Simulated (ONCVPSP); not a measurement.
**Configuration tests for platinum (ONCV)**

platinum (Pt), optimised norm-conserving Vanderbilt (ONCV), made with ONCVPSP 4.0.1 (PBE, fully relativistic). Core [Kr] 4d10 4f14, reference 5s2 5p6 5d8 (charge +2). Waves: 5s: rc 1.00 bohr, ncon 4, nbas 8, qcut 5.1 1/bohr, 2 projectors, debl 3.7 Ha; 5p: rc 1.30 bohr, ncon 4, nbas 9, qcut 6.6 1/bohr, 2 projectors, debl 3.3 Ha; 5d: rc 1.75 bohr, ncon 5, nbas 10, qcut 8.1 1/bohr, 3 projectors, debl 1.3 Ha; f scattering state at 0.32 Ha: rc 1.35 bohr, ncon 5, nbas 8, qcut 8.1 1/bohr, 3 projectors, debl 3.5 Ha. Local part: polynomial inside 0.70 bohr (lpopt 5, dvloc0 2 Ha). Core correction: none.

Open shells are filled in proportion to 2j + 1.

In the s channel the program set the typed energies aside and used -4.501, 0.250 Ha.

Energies are relative to the spin-unpolarised reference configuration 5s2 5p6 5d8; without spin polarisation the order of configurations can differ from experiment.

| valence configuration | charge | ΔE all-electron (eV) | error AE − PS (meV) |
| --- | --- | --- | --- |
| 5s2 5p6 5d9 | +1 | -19.982 | -0.4 |
| 5s2 5p6 5d7 | +3 | 32.214 | -1.6 |
| 5s1 5p6 5d9 6s1 | +1 | 79.128 | -46 |

What are ΔE and the potential's error for 5s2 5p6 5d9 6s1?

ΔE = -29.192 eV all-electron; the error (AE − PS) is +2.0 meV.

Note: ghosts flagged at negative energy: s at -296.9 eV, f7/2 at -95.0 eV, f5/2 at -99.4 eV; GHOST(+) flagged for p3/2 at 25.4 eV, p1/2 at 89.1 eV, d5/2 at 391.9 eV. A true bound ghost makes a file unfit for plane-wave use.
